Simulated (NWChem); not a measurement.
Molecule: BH₂SeOF; SMILES FB([SeH])O

```xyz
6

B      0.0095    -0.9670     0.0000
F     -1.1572    -1.6198     0.0000
O      1.1851    -1.6375     0.0000
H      1.0477    -2.5990     0.0000
Se    -0.0467     0.9992     0.0000
H      1.4265     1.1400     0.0000
```
Atoms are numbered in this order, from 1.

Program: NWChem. Geometry: optimised at B3LYP/6-31G* (spherical d).

For level B3LYP/def2-SVP:

```
Property                     Result
---------------------------  ------
highest occupied level (eV)   -6.86
orbital gap (eV)               7.15
```

Q: What are these values for level CAM-B3LYP/def2-SVP?

A: 
- highest occupied level (eV): -8.39
- orbital gap (eV): 10.06
